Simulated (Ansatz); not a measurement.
Tuning the range parameter of LC-ωPBE so that −HOMO meets the ionisation energy; basis def2-SVP, Ansatz. System: TiSi₅. The state is a singlet with charge 0. Geometry: r2SCAN-D4/def2-SVP. The ionised state is a doublet.

Geometry of the singlet:

```tsv
atom	x (Å)	y (Å)	z (Å)
Ti1	-0.291	0.516	-1.772
Si2	-1.025	-0.734	0.302
Si3	0.893	-1.165	1.690
Si4	-1.470	1.594	0.058
Si5	1.119	-1.130	-0.769
Si6	0.774	0.919	0.490
```

At LC-ωPBE (ω = 0.30 bohr⁻¹)/def2-SVP the charge 1 doublet is spin-contaminated (final ⟨S²⟩ up to 0.92, 0.75 for a pure state). The structure comes from a short search, and lower isomers may exist.

| ω (1/bohr) | HOMO (eV) | LUMO (eV) | vertical IE (eV) | HOMO + IE (eV) |
| --- | --- | --- | --- | --- |
| 0.1 | -6.02 | -2.31 | 6.96 | 0.94 |
| 0.2 | -6.98 | -1.52 | 7.06 | 0.08 |
| 0.3 | -7.63 | -1.16 | 7.13 | -0.50 |

**Question.** Estimate the row for 0.15 bohr⁻¹.

**Answer.** 
```
ω (1/bohr)  HOMO (eV)  LUMO (eV)  vertical IE (eV)  HOMO + IE (eV)
      0.15      -6.55      -1.84              7.01            0.46
```

**Question.** Where does the tuning condition hold?

**Answer.** Near ω = 0.21 bohr⁻¹, by linear interpolation.
